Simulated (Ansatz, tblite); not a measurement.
Forces on the cluster Na₆H₆ at its PBE-D4/def2-SVP geometry. The state is a singlet with charge 0.

The xTB rows come from tblite. Another isomer (singlet) lies 0.91 eV lower at PBE0-D4/def2-TZVP; other spin states weren't run for this one.

GFN1-xTB (tblite), largest force 0.42 eV/Å:

```xyz
12
positions Å, forces eV/Å
Na   -1.579   -1.989    1.135    0.080    0.144   -0.217
Na   -2.339    0.988    0.202    0.200   -0.362   -0.051
Na    0.579    3.335   -0.923   -0.004   -0.349    0.126
Na    1.643   -2.777   -0.075   -0.274    0.248    0.008
Na    1.865    0.800    0.937   -0.160    0.071   -0.206
Na    0.174    0.008   -1.371    0.036    0.106    0.264
H     2.048    2.803    0.361   -0.102   -0.057   -0.071
H    -3.256   -0.853    0.472    0.168    0.074   -0.003
H    -0.914    1.921   -1.510    0.079    0.003   -0.002
H     2.121   -0.818   -0.827   -0.098   -0.120   -0.009
H    -0.223    0.036    0.934    0.032    0.144    0.218
H    -0.119   -3.454    0.665    0.042    0.098   -0.056
```

GFN2-xTB (tblite), largest force 0.81 eV/Å:

```
Na -0.056 -0.349 -0.131
Na -0.614 -0.507 0.091
Na 0.230 -0.387 0.179
Na -0.488 -0.044 0.171
Na 0.384 0.682 -0.196
Na 0.049 0.102 -0.361
H -0.452 -0.386 -0.246
H 0.413 0.310 -0.168
H 0.495 -0.168 0.340
H -0.509 -0.002 0.215
H 0.342 0.103 0.363
H 0.206 0.647 -0.258
```

PBE-D4/def2-TZVP (Ansatz), largest force 0.03 eV/Å:

```
Na 0.005 0.013 -0.006
Na -0.006 -0.008 0.005
Na 0.000 -0.012 0.005
Na -0.010 0.011 0.000
Na -0.004 -0.009 -0.015
Na 0.004 0.002 0.027
H 0.001 0.002 -0.005
H 0.012 0.007 -0.001
H 0.001 0.000 -0.002
H -0.013 0.003 0.019
H 0.001 -0.013 -0.021
H 0.009 0.003 -0.005
```
